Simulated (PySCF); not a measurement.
Isomers of C5H13NOSi.

All values: PBE0/pcSseg-1 (PySCF) at GFN2-xTB geometries, gas phase, one conformer each.

Question: Rank by the highest IAO charge on any atom, lowest value first.
A. `[CH3:1][C@H:2]([CH2:3][NH2:4])[C:5](=[O:6])[CH2:7][SiH3:8]` with C1–C2–C3–N4 169°, C2–C3–N4–H -62° and 56°, C1–C2–C5–O6 -158°, C2–C5–C7–Si8 167°
B. `[CH3:1][CH2:2][CH2:3][NH:4][SiH2:5][C:6]([CH3:7])=[O:8]` with C1–C2–C3–N4 -178°, C2–C3–N4–Si5 88°, C3–N4–Si5–C6 -173°, N4–Si5–C6–C7 -168°
C. `[CH3:1][O:2][SiH2:3][NH:4][CH:5]1[CH2:6][CH2:7][CH2:8]1` with C1–O2–Si3–N4 170°, O2–Si3–N4–C5 165°, Si3–N4–C5–C6 36°, N4–C5–C6–C7 -131°, C5–C6–C7–C8 10°, C6–C7–C8–C5 -10°, N4–C5–C8–C7 130°
D. `[CH2:1]=[CH:2][Si@H:3]([OH:4])[N:5]([CH3:6])[CH2:7][CH3:8]` with C1–C2–Si3–O4 -153°, C2–Si3–O4–H 53°, C2–Si3–N5–C6 156°, Si3–N5–C7–C8 -82°
E. `[CH3:1][NH:2][C:3](=[O:4])[CH2:5][CH2:6][CH2:7][SiH3:8]` with C1–N2–C3–O4 -2°, N2–C3–C5–C6 -106°, C3–C5–C6–C7 64°, C5–C6–C7–Si8 64°
F. `[CH3:1][CH2:2][C@@H:3]1[CH2:4][CH2:5][Si@@H:6]([OH:7])[NH:8]1` with C1–C2–C3–C4 -168°, C5–Si6–O7–H 54°, C2–C3–C4–C5 -151°, C3–C4–C5–Si6 40°, C4–C5–Si6–O7 -151°, C5–Si6–N8–C3 20°

Answer: E (+0.589 e), A (+0.617 e), B (+0.819 e), C (+1.115 e), F (+1.214 e), D (+1.230 e).

Question: Rank by the highest Hirshfeld charge on any atom, lowest value first.
A. `[CH3:1][CH2:2][C@@H:3]1[CH2:4][CH2:5][Si@@H:6]([OH:7])[NH:8]1` with C1–C2–C3–C4 -168°, C5–Si6–O7–H 54°, C2–C3–C4–C5 -151°, C3–C4–C5–Si6 40°, C4–C5–Si6–O7 -151°, C5–Si6–N8–C3 20°
B. `[CH3:1][C@H:2]([CH2:3][NH2:4])[C:5](=[O:6])[CH2:7][SiH3:8]` with C1–C2–C3–N4 169°, C2–C3–N4–H -62° and 56°, C1–C2–C5–O6 -158°, C2–C5–C7–Si8 167°
C. `[CH3:1][NH:2][C:3](=[O:4])[CH2:5][CH2:6][CH2:7][SiH3:8]` with C1–N2–C3–O4 -2°, N2–C3–C5–C6 -106°, C3–C5–C6–C7 64°, C5–C6–C7–Si8 64°
D. `[CH3:1][O:2][SiH2:3][NH:4][CH:5]1[CH2:6][CH2:7][CH2:8]1` with C1–O2–Si3–N4 170°, O2–Si3–N4–C5 165°, Si3–N4–C5–C6 36°, N4–C5–C6–C7 -131°, C5–C6–C7–C8 10°, C6–C7–C8–C5 -10°, N4–C5–C8–C7 130°
E. `[CH3:1][CH2:2][CH2:3][NH:4][SiH2:5][C:6]([CH3:7])=[O:8]` with C1–C2–C3–N4 -178°, C2–C3–N4–Si5 88°, C3–N4–Si5–C6 -173°, N4–Si5–C6–C7 -168°

Answer: B (+0.298 e), C (+0.311 e), E (+0.348 e), D (+0.408 e), A (+0.427 e).

Question: Rank by HOMO energy, lowest first.
A. `[CH3:1][C@H:2]([CH2:3][NH2:4])[C:5](=[O:6])[CH2:7][SiH3:8]` with C1–C2–C3–N4 169°, C2–C3–N4–H -62° and 56°, C1–C2–C5–O6 -158°, C2–C5–C7–Si8 167°
B. `[CH3:1][NH:2][C:3](=[O:4])[CH2:5][CH2:6][CH2:7][SiH3:8]` with C1–N2–C3–O4 -2°, N2–C3–C5–C6 -106°, C3–C5–C6–C7 64°, C5–C6–C7–Si8 64°
C. `[CH2:1]=[CH:2][Si@H:3]([OH:4])[N:5]([CH3:6])[CH2:7][CH3:8]` with C1–C2–Si3–O4 -153°, C2–Si3–O4–H 53°, C2–Si3–N5–C6 156°, Si3–N5–C7–C8 -82°
D. `[CH3:1][O:2][SiH2:3][NH:4][CH:5]1[CH2:6][CH2:7][CH2:8]1` with C1–O2–Si3–N4 170°, O2–Si3–N4–C5 165°, Si3–N4–C5–C6 36°, N4–C5–C6–C7 -131°, C5–C6–C7–C8 10°, C6–C7–C8–C5 -10°, N4–C5–C8–C7 130°
E. `[CH3:1][CH2:2][C@@H:3]1[CH2:4][CH2:5][Si@@H:6]([OH:7])[NH:8]1` with C1–C2–C3–C4 -168°, C5–Si6–O7–H 54°, C2–C3–C4–C5 -151°, C3–C4–C5–Si6 40°, C4–C5–Si6–O7 -151°, C5–Si6–N8–C3 20°

Answer: B (-7.22 eV), A (-6.74 eV), E (-6.62 eV), D (-6.44 eV), C (-6.12 eV).

All values together:

```json
{"SMILES": "CC[C@@H]1CC[Si@@H](O)N1", "μ (D)": "1.90", "HOMO (eV)": "-6.62", "LUMO (eV)": "1.33", "lowest IAO charge (e)": "-0.783 (O)", "highest IAO charge (e)": "+1.214 (Si)", "lowest Hirshfeld charge (e)": "-0.313 (O)", "highest Hirshfeld charge (e)": "+0.427 (Si)"}
{"SMILES": "C=C[Si@H](O)N(C)CC", "μ (D)": "0.95", "HOMO (eV)": "-6.12", "LUMO (eV)": "-0.39", "lowest IAO charge (e)": "-0.792 (O)", "highest IAO charge (e)": "+1.230 (Si)", "lowest Hirshfeld charge (e)": "-0.300 (O)", "highest Hirshfeld charge (e)": "+0.428 (Si)"}
{"SMILES": "CO[SiH2]NC1CCC1", "μ (D)": "0.35", "HOMO (eV)": "-6.44", "LUMO (eV)": "0.72", "lowest IAO charge (e)": "-0.684 (N)", "highest IAO charge (e)": "+1.115 (Si)", "lowest Hirshfeld charge (e)": "-0.247 (N)", "highest Hirshfeld charge (e)": "+0.408 (Si)"}
{"SMILES": "CNC(=O)CCC[SiH3]", "μ (D)": "2.97", "HOMO (eV)": "-7.22", "LUMO (eV)": "0.51", "lowest IAO charge (e)": "-0.537 (C)", "highest IAO charge (e)": "+0.589 (Si)", "lowest Hirshfeld charge (e)": "-0.294 (O)", "highest Hirshfeld charge (e)": "+0.311 (Si)"}
{"SMILES": "CCCN[SiH2]C(C)=O", "μ (D)": "1.79", "HOMO (eV)": "-6.68", "LUMO (eV)": "-0.92", "lowest IAO charge (e)": "-0.673 (N)", "highest IAO charge (e)": "+0.819 (Si)", "lowest Hirshfeld charge (e)": "-0.241 (N)", "highest Hirshfeld charge (e)": "+0.348 (Si)"}
{"SMILES": "C[C@H](CN)C(=O)C[SiH3]", "μ (D)": "2.96", "HOMO (eV)": "-6.74", "LUMO (eV)": "-0.68", "lowest IAO charge (e)": "-0.595 (C)", "highest IAO charge (e)": "+0.617 (Si)", "lowest Hirshfeld charge (e)": "-0.242 (N)", "highest Hirshfeld charge (e)": "+0.298 (Si)"}
```

Conformers: `[CH3:1][CH2:2][C@@H:3]1[CH2:4][CH2:5][Si@@H:6]([OH:7])[NH:8]1` with C1–C2–C3–C4 -168°, C5–Si6–O7–H 54°, C2–C3–C4–C5 -151°, C3–C4–C5–Si6 40°, C4–C5–Si6–O7 -151°, C5–Si6–N8–C3 20°; `[CH2:1]=[CH:2][Si@H:3]([OH:4])[N:5]([CH3:6])[CH2:7][CH3:8]` with C1–C2–Si3–O4 -153°, C2–Si3–O4–H 53°, C2–Si3–N5–C6 156°, Si3–N5–C7–C8 -82°; `[CH3:1][O:2][SiH2:3][NH:4][CH:5]1[CH2:6][CH2:7][CH2:8]1` with C1–O2–Si3–N4 170°, O2–Si3–N4–C5 165°, Si3–N4–C5–C6 36°, N4–C5–C6–C7 -131°, C5–C6–C7–C8 10°, C6–C7–C8–C5 -10°, N4–C5–C8–C7 130°; `[CH3:1][NH:2][C:3](=[O:4])[CH2:5][CH2:6][CH2:7][SiH3:8]` with C1–N2–C3–O4 -2°, N2–C3–C5–C6 -106°, C3–C5–C6–C7 64°, C5–C6–C7–Si8 64°; `[CH3:1][CH2:2][CH2:3][NH:4][SiH2:5][C:6]([CH3:7])=[O:8]` with C1–C2–C3–N4 -178°, C2–C3–N4–Si5 88°, C3–N4–Si5–C6 -173°, N4–Si5–C6–C7 -168°; `[CH3:1][C@H:2]([CH2:3][NH2:4])[C:5](=[O:6])[CH2:7][SiH3:8]` with C1–C2–C3–N4 169°, C2–C3–N4–H -62° and 56°, C1–C2–C5–O6 -158°, C2–C5–C7–Si8 167°.
